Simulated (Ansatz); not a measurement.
Cost and result for the atomization energy of `[CH3][Sn]([F])[F]` radical (7 atoms, 6 bonds).

Cartesian coordinates in Å:
```
C 0.3412 0.0835 0.9283
Sn -0.7195 0.5365 -0.9197
F -1.7582 -1.0460 -1.2867
F 0.6268 0.4232 -2.2954
H 1.0529 0.8817 1.1260
H -0.3861 -0.0176 1.7306
H 0.8429 -0.8612 0.7170
```

The species carries charge 0 and has multiplicity 2. Correlated methods include outer-core shells of Sn, which these sets cover unevenly. Sn takes the def2 core potential. Geometry: relaxed with PBE0-D4/def2-TZVP. Program: Ansatz. All runs use 4 threads of an Arm Neoverse V2 on a shared host. Times are those of one run each, without the atoms' runs, and a repeat can differ threefold. Electronic energies, without spin–orbit coupling; frozen cores. CCSD(T)/CBS adds CCSD(T) − MP2 in def2-TZVPP to the MP2 limit, and its time is that of the two runs behind it. T1 = 0.017; ⟨S²⟩ of the reference is 0.77. With those shells the extrapolation isn't a true limit. B3LYP takes the VWN-RPA correlation (the form of Gaussian; ORCA's B3LYP/G). HSE06 is the plane-wave form, built on full-range PBE exchange.

CCSD(T)/CBS is a level of theory with its own doubt, some kJ/mol a heavy atom from the limit and from the frozen cores, so smaller differences don't rank the functionals.

```csv
level,functions,wall time,atomization (kJ/mol),difference from CCSD(T)/CBS,per bond
LDA (SPW92)/def2-TZVPP,185,0.9 s,2762.6,360.4,60.1
revPBE-D4/def2-TZVPP,185,1.6 s,2375.3,-26.9,-4.5
PBE-D4/def2-TZVPP (with forces),185,1.9 s,2446.3,44.1,7.4
PBE0-D4/def2-TZVPP,185,2.2 s,2368.2,-34.0,-5.7
HSE06-D4/def2-TZVPP,185,2.6 s,2369.1,-33.1,-5.5
CAM-B3LYP-D4/def2-TZVPP,185,2.6 s,2396.6,-5.6,-0.9
B3LYP-D4/def2-TZVPP (with forces),185,2.7 s,2379.2,-23.0,-3.8
B2PLYP/def2-TZVPP,185,3.8 s,2357.8,-44.4,-7.4
r2SCANh-D4/def2-TZVPP,185,4.6 s,2373.7,-28.5,-4.8
CCSD(T)/def2-SVP,83,8.5 s,2202.8,-199.4,-33.2
MP2/def2-QZVPP,343,11 s,2421.0,18.8,3.1
CCSD(T)/def2-TZVPP,185,3.6 min,2319.6,-82.6,-13.8
CCSD(T)/CBS(def2),–,3.8 min,2402.2,0.0,0.0
```

At CCSD(T), def2-SVP lies −199.4 kJ/mol from the extrapolated value and def2-TZVPP −82.6 kJ/mol: correlation converges slowly with the basis, and small sets miss more of it in the bonded molecule than in its fragments. From BLYP to BHLYP (50 % exact exchange), in def2-TZVPP and without D4, the atomization energy moves by −115.6 kJ/mol: exact exchange takes away binding that semilocal exchange gives to molecules. The D4 term adds +19.1 kJ/mol with B3LYP and +9.8 kJ/mol with PBE0; it sums over pairs of atoms, weighted by their polarisabilities, and B3LYP, whose exchange is more repulsive, gets the larger term.

Spin–orbit coupling would lower the free Sn atoms strongly, and the atomization energy with them, by more than many differences here. For some Ge, Se and Sn compounds the MP2-based and the directly extrapolated limit differ by 10 to 25 kJ/mol.
